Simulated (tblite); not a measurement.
C5H12O2SSi.
Cartesian coordinates in Å at the GFN2-xTB level; atoms count from 1:
```xyz
21
C5H12O2SSi angstrom
C      1.231    1.036    1.934
C      1.438    0.737    0.477
O      2.483    0.359    0.011
C      0.216    0.982   -0.390
S      0.423    2.704   -1.000
C      0.086   -0.009   -1.536
C     -0.200   -1.420   -1.021
Si    -1.837   -1.644   -0.086
O     -1.608   -0.962    1.381
H      0.796    2.026    2.050
H      2.172    0.974    2.474
H      0.527    0.307    2.334
H     -0.692    1.016    0.211
H      1.582    2.487   -1.618
H      1.024   -0.012   -2.099
H     -0.714    0.317   -2.205
H     -0.209   -2.091   -1.881
H      0.634   -1.737   -0.392
H     -2.140   -3.067    0.075
H     -2.940   -0.967   -0.773
H     -2.281   -1.020    2.054
```

Method: GFN2-xTB as coded in tblite; computed harmonic values from a numerical Hessian at the method's own geometry, unscaled. This tight-binding method is rough: wavenumbers can miss measured ones by several per cent, in bad cases by 10 to 20. Modes of hydrogen on silicon and sulfur can be 10 to 20 % off. One conformer, not necessarily the lowest.

Harmonic wavenumbers (cm⁻¹): 32.9, 41.8, 53.2, 92.7, 136.6, 164.9, 175.7, 199.0, 234.5, 245.4, 271.7, 291.8, 378.5, 401.7, 531.4, 545.6, 586.2, 618.5, 669.4, 698.0, 730.6, 780.7, 807.6, 813.2, 829.2, 856.3, 882.5, 969.3, 986.0, 994.6, 1033.4, 1108.2, 1132.7, 1149.2, 1180.5, 1214.8, 1292.4, 1307.5, 1342.5, 1362.4, 1447.6, 1451.8, 1474.8, 1483.0, 1761.6, 2232.4, 2263.8, 2437.5, 2953.9, 2972.3, 2981.3, 2992.2, 3007.5, 3017.7, 3033.2, 3054.3, 3665.3.

A = 1555, B = 718.6, C = 652.8 MHz; mass 164.033 u (most abundant isotopes); point group C1, symmetry number 1.

**Question.** Zero-point energy?

**Answer.** ½Σν̃ = 34687 cm⁻¹ = 414.95 kJ/mol.

**Question.** Entropy at 400 K, 1 bar (ideal gas, RRHO, classical rotation)?

**Answer.** Translation 178.57, rotation 131.14, vibration 232.96: S = 542.7 J/(mol K).

**Question.** And Cp and H(400 K) − H(0)?

**Answer.** Cp = 244.16 J/(mol K), of which vibrations give 210.91 (their classical limit is 57 R = 473.9); H(400 K) − H(0) = 58.96 kJ/mol without the zero-point energy, 45.66 from vibrations.

**Question.** Which modes carry the vibrational entropy at 400 K?

**Answer.** 32.9 cm⁻¹: 26.06; 41.8 cm⁻¹: 24.08; 53.2 cm⁻¹: 22.08; 92.7 cm⁻¹: 17.48; 136.6 cm⁻¹: 14.31; 164.9 cm⁻¹: 12.78 J/(mol K); the other 51 give 116.17 together.

**Question.** How do the functions run with temperature in this model?

**Answer.** 
```tsv
T (K)	S (J/(mol K))	Cp (J/(mol K))	H − H(0) (kJ/mol)	G − H(0) (kJ/mol)	ln q(vib)
50	266.6	67.7	2.46	-10.87	1.20
100	323.8	99.7	6.68	-25.70	3.20
298.15	477.8	198.6	36.35	-106.09	10.72
373.15	526.1	232.9	52.56	-143.75	13.36
500	601.3	281.3	85.30	-215.34	17.66
750	728.9	347.5	164.54	-382.13	25.52
1000	835.2	390.6	257.16	-578.01	32.60
```

q(vib) and H(0) count from the zero-point level.

Hindered rotation and anharmonicity are outside this model. Other conformers, if any are populated, would add a mixing term that is left out. The structure is chiral; the term R ln 2 for an equal mix with its mirror image is left out.

Hardware: one thread of an Intel Xeon at 2.50 GHz, shared host. Cost: 3.5 s wall. The figure is for the frequency step alone.
